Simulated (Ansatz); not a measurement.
```xyz
10

C    -1.104   -0.719    0.837
C     0.316   -0.421    0.632
Ge    0.566    0.748   -0.957
H    -1.579   -1.537    0.311
H    -1.740   -0.035    1.383
H     0.911   -1.319    0.446
H     0.758    0.115    1.476
H    -0.203    2.064   -0.747
H     0.014    0.038   -2.205
H     2.061    1.065   -1.175
```

Charge 0, multiplicity 2.

List the ωB97M-V/def2-TZVPP orbital energies in eV (Ansatz 0.2.0). (Estimate.)

Ansatz gave: α occupied: -10866.29, -1362.14, -1209.87, -1209.86, -1209.86, -281.62, -281.62, -173.92, -123.16, -123.15, -123.15, -35.97, -35.97, -35.96, -35.89, -35.89, -24.12, -19.85, -17.71, -15.57, -14.00, -12.79, -12.15, -11.61, -11.56, -7.54. α empty: 2.38, 3.18, 3.53, 3.66, 3.89, 4.17, 4.48, 5.31. β occupied: -10866.28, -1362.14, -1209.86, -1209.86, -1209.85, -281.64, -281.28, -173.91, -123.15, -123.14, -123.14, -35.96, -35.95, -35.94, -35.88, -35.88, -23.72, -19.27, -17.58, -15.37, -13.70, -12.61, -11.63, -11.54, -11.37. β empty: 0.47, 2.38, 3.23, 3.55, 3.83, 4.00, 4.21, 4.55. ⟨S²⟩ = 0.754.
